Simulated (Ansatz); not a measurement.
A series at Ge: from `[F][Ge]([F])([F])[SH]`, ligands are replaced one by one, each step taking up H₂S and setting free H–F; n counts the steps. Ansatz, PBE0-D4/def2-TZVP geometries. Each molecule was computed in one conformer, which needn't be the lowest.

CBS adds triple-zeta CCSD(T) − MP2 to the MP2 limit, frozen cores; atoms without spin–orbit coupling. Outer-core shells of Ge are correlated without core-valence functions. Scalar relativity is left out up to krypton. Spin–orbit coupling is left out.

| n | molecule | atomization energy, CCSD(T)/CBS (kJ/mol) |
| --- | --- | --- |
| 0 | `[F][Ge]([F])([F])[SH]` | 2110.6 |
| 1 | `[F][Ge]([F])([SH])[SH]` | 2278.9 |
| 2 | `[F][Ge]([SH])([SH])[SH]` | ? |
| 3 | `[SH][Ge]([SH])([SH])[SH]` | 2611.4 |

Question: By hand: fit a straight line y = ȳ + b (n − n̄) to the 3 given rows and predict n = 2.

Answer: n̄ = 1.333, ȳ = 2333.63; Σ(n − n̄)(y − ȳ) = 778.57, Σ(n − n̄)² = 4.667, so b = 166.82 kJ/mol a step. Prediction: 2333.63 + (166.82) × (0.667) = 2444.9 kJ/mol.

Question: By hand: compare with the computed value, 2444.2 kJ/mol, and give the steps along the whole series.

Answer: The line misses by -0.7 kJ/mol (computed minus predicted). Steps: 168.3, 165.3, 167.2 kJ/mol.

The steps differ by at most 3.0 kJ/mol, 1.8 % of a mean step, so the ligands' effects nearly add and a line is close. The miss is 0.1 % of the series' range. The energies themselves are unsure by some kJ/mol a bond, though much of that is common to the series.
